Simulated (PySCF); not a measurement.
CuH + 2 F₂ → CuF₃ + HF

Level: PBE0 in the def2-SVP basis family, all electrons, no relativity, computed in PySCF with density fitting; open shells unrestricted.

```
species              state and structure       E (Eh)  ZPE (kJ/mol)  H(298 K) − H(0) (kJ/mol)  S° (J/(mol K))
    CuH       singlet, C∞v, Cu–H 1.476 Å  -1640.58691          11.0                       8.7           196.3
     F₂        singlet, D∞h, F–F 1.376 Å   -199.15566           6.5                       8.7           201.9
   CuF₃  triplet, D3h, Cu–F 1.734 Å (×3)  -1938.95900          13.5                      16.5           312.8
     HF        singlet, C∞v, H–F 0.920 Å   -100.25837          24.9                       8.7           173.6
```

(1) What is the electronic reaction energy?

(2) Add zero-point, thermal and entropy terms for 298.15 K and 1 bar.

Results:

(1) At PBE0/def2-SVP, ΔE = -837.9 kJ/mol from the differences of the total energies times 2625.5, downhill. 

(2) ΔZPE = 14.4 and Δ[H(298) − H(0)] = -0.9 kJ/mol give ΔH° = -824.4 kJ/mol. ΔS° = -113.7 J/(mol K), so ΔG° = -824.4 − 298.15 × (-0.1137) = -791 kJ/mol.

Open d or f shells are single determinants, so the state found may not be the ground state. The structures come from searches over a few start shapes, so lower isomers are not excluded.
